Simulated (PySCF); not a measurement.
CClF, neutral, multiplicity 1.

```xyz
3

F      0.2869    -1.4577     0.0000
C     -0.6717    -0.5829     0.0000
Cl     0.0852     0.9775     0.0000
```
Charge 0, spin multiplicity 1.

The structure is a stationary point at ωB97X-D3(BJ)/def2-TZVP. The isomer is the one that the SMILES or the coordinates give; other isomers of the formula were not compared.

These are PBE/pcSseg-2 in PySCF values and carry that method's errors. Non-relativistic, no solvent.

Computed absolute GIAO shielding of each atom: isotropic value and principal components (ppm):
```csv
atom,σ(iso),σ11,σ22,σ33,span
F1,-260.7,-797.4,-297.4,312.7,1110.2
C2,-269.0,-757.2,-52.7,2.7,759.9
Cl3,-24.4,-1033.0,427.2,532.6,1565.6
```
